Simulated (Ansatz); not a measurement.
Input for Ansatz (a quantum-chemistry and plane-wave program): SC-NEVPT2 on SA-CASSCF(2,2)/cc-pV(T+d)Z on H4Si2 (SMILES [SiH][SiH3]), 2S+1 = 3, a spin state set in the input, which need not be the lowest. Files ending in .json are basis or fitting sets from the Basis Set Exchange.

Ansatz 0.2 input:
```yaml
crystal:
  periodic: [false, false, false]
  atoms:
    - {symbol: Si, position_ang: [1.18203338, -0.41503641, -0.13613135]}
    - {symbol: Si, position_ang: [-1.02442874, 0.29205981, 0.08722683]}
    - {symbol: H, position_ang: [2.32289353, 0.43831712, 0.30261468]}
    - {symbol: H, position_ang: [-1.37189711, 0.53861788, 1.50913316]}
    - {symbol: H, position_ang: [-1.88310132, -0.79091847, -0.44337287]}
    - {symbol: H, position_ang: [-1.27436002, 1.53565578, -0.68371168]}
basis:
  gaussian:
    orbitals: cc-pV_T+d_Z.json
magnetization: {spin_polarized: false, initial_magnetization: 2}
correlation: {method: sc_nevpt2, electrons: outside_noble_gas, active_space: {window: {electrons: 2, orbitals: 2}, states: [{multiplicity: 1, weights: [1]}, {multiplicity: 3, weights: [1]}]}}
output: {orbitals: {seedname: ./end}}
```

Output:

```
WARN ansatz: RAYON_NUM_THREADS=1 ignored (pool sized by the plan → 1); use --threads N
Functional definition: HF
integrals: 0.15 GiB planned
1715 factors; integrals over basis functions are off by at most 2.3e-7 eV
mean field: 0.47 GiB planned
mean field evaluation 1: about -15785.1384 eV, gradient 1.2e1 eV
mean field evaluation 2: about -15785.1389 eV, gradient 1.2e1 eV
mean field evaluation 4: about -15786.5633 eV, gradient 1.2e0 eV
mean field evaluation 8: about -15786.5839 eV, gradient 6.9e-4 eV
mean field -15786.58388222 eV, -580.1462571407 hartree, gradient 4.8e-6 eV, S^2 2.000000; 0 other end points of the search recorded, 0 dependent functions left out
reference -15786.58388222 eV, -580.1462571407 hartree; 17, 15 occupied and 117, 119 virtual orbitals, 1715 factors
configuration interaction: 0.39 GiB planned
configuration interaction: 0.00 GiB planned
state -15786.45670512 eV, -580.1415834684 hartree
state -15786.45670512 eV, -580.1415834684 hartree; corrected -15792.47920615 eV, -580.3629062993 hartree
configuration interaction: 0.00 GiB planned
configuration interaction: 0.00 GiB planned
state -15786.47502670 eV, -580.1422567741 hartree
state -15786.47502670 eV, -580.1422567741 hartree; corrected -15792.30875069 eV, -580.3566421767 hartree
Total energy: -15792.39397842 eV, -580.3597742380 hartree
```

The calculation finished and met its thresholds. The last total energy is the mean of the averaged states.

Cost: around 4 core-seconds (rough).
